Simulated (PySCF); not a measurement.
Precursor series Ti Cl-OH. Gas-phase values, no solvent. One relaxed conformer stands for each flexible species; it need not be the lowest. All members: neutral, multiplicity 1. Level: B3LYP-D3(BJ)/def2-TZVP // BP86-D3(BJ)/def2-SVP (PySCF), beside PBE-D3(BJ)/def2-TZVP // BP86-D3(BJ)/def2-SVP (PySCF) at the same geometries. B3LYP has the VWN-RPA correlation part, as in Gaussian.  Orbital energies are measured against the vacuum level.

```
species         HOMO, PBE (eV)  HOMO, B3LYP-D3(BJ) (eV)
--------------  --------------  -----------------------
[Ti(Cl)4]                -8.26                    -9.34
[Ti(Cl)3(OH)]            -7.83                    -8.91
[Ti(Cl)2(OH)2]           -7.44                 withheld
[Ti(OH)4]                -7.30                    -8.74
[Ti(Cl)(OH)3]            -7.19                    -8.37
```

**Question.** Fit y = a + b·x, y being the HOMO at the first level, to the 4 complete rows by least squares, with x = the PBE value in eV. Give a, b and the rms residual, and predict the withheld value.

**Answer.** Means of the 4 rows: x̄ = -7.645, ȳ = -8.84 eV. Σ(x − x̄)² = 0.7385 and Σ(x − x̄)(y − ȳ) = 0.5688, so b = 0.770 and a = ȳ − b·x̄ = -2.953 eV. The rms residual is 0.109 eV. At x = -7.44 the line gives -8.68 eV. The run for [Ti(Cl)2(OH)2] gave -8.56 eV, so the line is off by 0.12 eV, within twice the rms residual.

Codes: PySCF.
